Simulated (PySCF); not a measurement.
PySCF input for C₃H₅BO₂, SMILES OB1C=COC1, TDA-B3LYP/def2-SVPD. Geometry optimised at B3LYP-D3(BJ)/def2-SVP. The structure was generated by enumeration, and PubChem lists no compound with its InChIKey, so it may never have been made. Other conformers were not sampled.

```python
import numpy as np
from pyscf import gto, scf, dft, tdscf

mol = gto.M(
    atom='''
    O    -0.14731617    2.18622308   -0.00000000
    B    -0.09899303    0.82648404   -0.00000000
    C    -1.26405965   -0.16479740   -0.00000000
    C    -0.68120451   -1.39219115   -0.00000000
    O     0.66068266   -1.46600398    0.00000000
    C     1.19441844   -0.11993824    0.00000000
    H     0.71695204    2.61397394    0.00000000
    H    -2.34603476   -0.03586819   -0.00000000
    H    -1.15970907   -2.37725791   -0.00000000
    H     1.84094968   -0.01673006   -0.88894072
    H     1.84094967   -0.01673006    0.88894072
    ''',
    basis='def2-SVPD',
    charge=0,
    spin=0,
    symmetry=True,
    max_memory=1600,
    verbose=4,
)
mf = dft.RKS(mol, xc='b3lyp').density_fit(auxbasis='def2-universal-jkfit')
mf.grids.level = 3
mf.conv_tol = 1e-9
mf.max_cycle = 100
mf.kernel()
mf.grids = dft.Grids(mol).set(level=1).build(with_non0tab=True)  # coarser grid for the response kernel
td = tdscf.TDA(mf)
td.singlet = True
td.nstates = 10
td.conv_tol = 1e-4
td.positive_eig_threshold = 1e-6
td.kernel(x0=td.get_init_guess(mf, 15))
td.analyze()
tt = tdscf.TDA(mf)
tt.singlet = False
tt.nstates = 4
tt.conv_tol = 1e-4
tt.positive_eig_threshold = 1e-6
tt.kernel(x0=tt.get_init_guess(mf, 9))
tt.analyze(verbose=3)
```

It prints:

```
PySCF version 2.14.0

[INPUT] verbose = 4
[INPUT] num. atoms = 11
[INPUT] num. electrons = 44
[INPUT] charge = 0
[INPUT] spin (= nelec alpha-beta = 2S) = 0
[INPUT] symmetry True subgroup None
[INPUT] Mole.unit = angstrom
[INPUT] Symbol           X                Y                Z      unit          X                Y                Z       unit  Magmom
[INPUT]  1 O     -0.147316170000   2.186223080000   0.000000000000 AA   -0.278387215020   4.131362868403   0.000000000000 Bohr   0.0
[INPUT]  2 B     -0.098993030000   0.826484040000   0.000000000000 AA   -0.187069714941   1.561828481924   0.000000000000 Bohr   0.0
[INPUT]  3 C     -1.264059650000  -0.164797400000   0.000000000000 AA   -2.388726543614  -0.311421952040   0.000000000000 Bohr   0.0
[INPUT]  4 C     -0.681204510000  -1.392191150000   0.000000000000 AA   -1.287289958719  -2.630859986543   0.000000000000 Bohr   0.0
[INPUT]  5 O      0.660682660000  -1.466003980000   0.000000000000 AA    1.248509282649  -2.770346019722   0.000000000000 Bohr   0.0
[INPUT]  6 C      1.194418440000  -0.119938240000   0.000000000000 AA    2.257123729730  -0.226650425462   0.000000000000 Bohr   0.0
[INPUT]  7 H      0.716952040000   2.613973940000   0.000000000000 AA    1.354843000048   4.939694843350   0.000000000000 Bohr   0.0
[INPUT]  8 H     -2.346034760000  -0.035868190000   0.000000000000 AA   -4.433363175110  -0.067781055684   0.000000000000 Bohr   0.0
[INPUT]  9 H     -1.159709070000  -2.377257910000   0.000000000000 AA   -2.191532526474  -4.492366377356   0.000000000000 Bohr   0.0
[INPUT] 10 H      1.840949680000  -0.016730060000  -0.888940720000 AA    3.478890704306  -0.031615231448  -1.679854501774 Bohr   0.0
[INPUT] 11 H      1.840949670000  -0.016730060000   0.888940720000 AA    3.478890685408  -0.031615231448   1.679854501774 Bohr   0.0

nuclear repulsion = 212.672194751947
point group symmetry = Cs
symmetry origin: [ 4.29483227e-10 -8.58966489e-10  0.00000000e+00]
symmetry axis x: [ 1.00000000e+00 -2.38496367e-09 -2.38921814e-10]
symmetry axis y: [-2.38496367e-09 -1.00000000e+00 -2.26611329e-17]
symmetry axis z: [ 2.38921814e-10 -1.88750452e-17  1.00000000e+00]
num. orbitals of irrep A' = 114
num. orbitals of irrep A" = 52
number of shells = 70
number of NR pGTOs = 236
number of NR cGTOs = 166
basis = def2-SVPD
ecp = {}


[settings echo left out]
init E= -293.215836578577
HOMO (A") = -0.304015204058491  LUMO (A") = -0.0987587036550154  gap/eV = 5.58531
cycle= 1 E= -292.340176276629  delta_E= 0.876  |g|= 0.809  |ddm|=  5.2
HOMO (A") = -0.159416069601149  LUMO (A') = 0.00388461874652357  gap/eV = 4.44364
cycle= 2 E= -292.11542136969  delta_E= 0.225  |g|= 1.34  |ddm|= 2.12
HOMO (A") = -0.230991397059999  LUMO (A") = -0.0195321285516282  gap/eV = 5.75410
cycle= 3 E= -292.468421695084  delta_E= -0.353  |g|= 0.137  |ddm|= 1.27
HOMO (A") = -0.25220468543302  LUMO (A") = -0.0328340565783644  gap/eV = 5.96938
cycle= 4 E= -292.472276876454  delta_E= -0.00386  |g|= 0.0589  |ddm|=  0.2
HOMO (A") = -0.245802107992523  LUMO (A") = -0.0292592980238647  gap/eV = 5.89243
cycle= 5 E= -292.472952884541  delta_E= -0.000676  |g|= 0.0199  |ddm|= 0.0674
HOMO (A") = -0.245036627389752  LUMO (A") = -0.0281969111607921  gap/eV = 5.90051
cycle= 6 E= -292.473018767401  delta_E= -6.59e-05  |g|= 0.0075  |ddm|= 0.0252
HOMO (A") = -0.245306450465989  LUMO (A") = -0.0282514187798117  gap/eV = 5.90637
cycle= 7 E= -292.473030507625  delta_E= -1.17e-05  |g|= 0.0019  |ddm|= 0.01
HOMO (A") = -0.24535035378764  LUMO (A") = -0.0283527870405709  gap/eV = 5.90480
cycle= 8 E= -292.473031373137  delta_E= -8.66e-07  |g|= 0.000404  |ddm|= 0.00266
HOMO (A") = -0.24533964926967  LUMO (A") = -0.0283403406689872  gap/eV = 5.90485
cycle= 9 E= -292.473031413723  delta_E= -4.06e-08  |g|= 8.75e-05  |ddm|= 0.00066
HOMO (A") = -0.245342345862713  LUMO (A") = -0.0283410084482841  gap/eV = 5.90491
cycle= 10 E= -292.473031415375  delta_E= -1.65e-09  |g|= 3.59e-05  |ddm|= 0.000151
HOMO (A") = -0.245342215113619  LUMO (A") = -0.0283408240574397  gap/eV = 5.90491
cycle= 11 E= -292.473031415684  delta_E= -3.09e-10  |g|= 8.1e-06  |ddm|= 5.17e-05
HOMO (A") = -0.2453417048078  LUMO (A") = -0.0283405401960646  gap/eV = 5.90490
Extra cycle  E= -292.473031415664  delta_E= 2.01e-11  |g|= 1.31e-05  |ddm|= 2.37e-05
converged SCF energy = -292.473031415664
tot grids = 43440
Overwritten attributes  positive_eig_threshold  of <class 'pyscf.tdscf.rks.TDA'>


******** <class 'pyscf.tdscf.rks.TDA'> for <class 'pyscf.df.df_jk.DFSymAdaptedRKS'> ********
nstates = 10 singlet
deg_eia_thresh = 1.000e-03
wfnsym = None
conv_tol = 0.0001
eigh lindep = 1e-12
eigh level_shift = 0
eigh max_cycle = 100


Excitation energies (eV)
[5.61262236 5.74373289 6.08646157 6.38077292 6.98641442 7.1959892
 7.35667932 7.77066058 7.90565766 7.92995806]

** Singlet excitation energies and oscillator strengths **
Excited State   1:   A"      5.61262 eV    220.90 nm  f=0.0053
      22 -> 24        0.70529
Excited State   2:   A'      5.74373 eV    215.86 nm  f=0.2131
      22 -> 23       -0.67235
      22 -> 28       -0.12552
Excited State   3:   A"      6.08646 eV    203.70 nm  f=0.0009
      21 -> 23        0.70399
Excited State   4:   A"      6.38077 eV    194.31 nm  f=0.0183
      22 -> 25       -0.70267
Excited State   5:   A'      6.98641 eV    177.46 nm  f=0.0080
      21 -> 24       -0.70289
Excited State   6:   A"      7.19599 eV    172.30 nm  f=0.0011
      22 -> 26        0.62695
      22 -> 27       -0.30424
Excited State   7:   A"      7.35668 eV    168.53 nm  f=0.0164
      22 -> 26       -0.30470
      22 -> 27       -0.63378
Excited State   8:   A'      7.77066 eV    159.55 nm  f=0.0172
      21 -> 25        0.12347
      22 -> 28        0.42604
      22 -> 29        0.53876
Excited State   9:   A"      7.90566 eV    156.83 nm  f=0.0119
      22 -> 30        0.69019
Excited State  10:   A'      7.92996 eV    156.35 nm  f=0.0043
      21 -> 25       -0.65627
      22 -> 29        0.21943

** Transition electric dipole moments (AU) **
state          X           Y           Z        Dip. S.      Osc.
  1         0.0000      0.0000      0.1966      0.0386      0.0053
  2        -0.2366      1.2076     -0.0000      1.5143      0.2131
  3        -0.0000      0.0000      0.0791      0.0063      0.0009
  4         0.0000      0.0000     -0.3422      0.1171      0.0183
  5        -0.2156     -0.0167      0.0000      0.0468      0.0080
  6         0.0000     -0.0000     -0.0791      0.0063      0.0011
  7        -0.0000      0.0000      0.3021      0.0913      0.0164
  8        -0.1851      0.2362     -0.0000      0.0901      0.0172
  9         0.0000     -0.0000      0.2476      0.0613      0.0119
 10        -0.0650      0.1329     -0.0000      0.0219      0.0043

** Transition velocity dipole moments (imaginary part, AU) **
state          X           Y           Z        Dip. S.      Osc.
  1        -0.0000      0.0000      0.0354      0.0013      0.0041
  2         0.0271     -0.0085     -0.0000      0.0008      0.0026
  3         0.0000      0.0000      0.0049      0.0000      0.0001
  4        -0.0000      0.0000     -0.0669      0.0045      0.0127
  5        -0.0633      0.0029      0.0000      0.0040      0.0104
  6        -0.0000     -0.0000     -0.0486      0.0024      0.0059
  7         0.0000      0.0000      0.0439      0.0019      0.0048
  8        -0.0216      0.0139      0.0000      0.0007      0.0015
  9        -0.0000     -0.0000      0.0901      0.0081      0.0186
 10        -0.0239      0.0243     -0.0000      0.0012      0.0027

** Transition magnetic dipole moments (imaginary part, AU) **
state          X           Y           Z
  1         0.2715     -0.1208      0.0000
  2        -0.0000      0.0000      0.9458
  3         0.6036      0.6821     -0.0000
  4         0.2733      0.4516      0.0000
  5        -0.0000     -0.0000     -0.7130
  6        -0.3119      0.0640      0.0000
  7         0.0733     -0.3160     -0.0000
  8        -0.0000     -0.0000      0.1472
  9         0.1502      0.1227      0.0000
 10         0.0000     -0.0000     -0.1310


******** <class 'pyscf.tdscf.rks.TDA'> for <class 'pyscf.df.df_jk.DFSymAdaptedRKS'> ********
nstates = 4 triplet
deg_eia_thresh = 1.000e-03
wfnsym = None
conv_tol = 0.0001
eigh lindep = 1e-12
eigh level_shift = 0
eigh max_cycle = 100


Excitation energies (eV)
[3.79945224 5.55521333 5.72696018 6.27632353]

** Triplet excitation energies and oscillator strengths **
Excited State   1:   A'      3.79945 eV    326.32 nm  f=0.0000
Excited State   2:   A"      5.55521 eV    223.19 nm  f=0.0000
Excited State   3:   A"      5.72696 eV    216.49 nm  f=0.0000
Excited State   4:   A"      6.27632 eV    197.54 nm  f=0.0000
```

Self-consistency was reached.

Cost: very roughly 2.7 core-minutes.
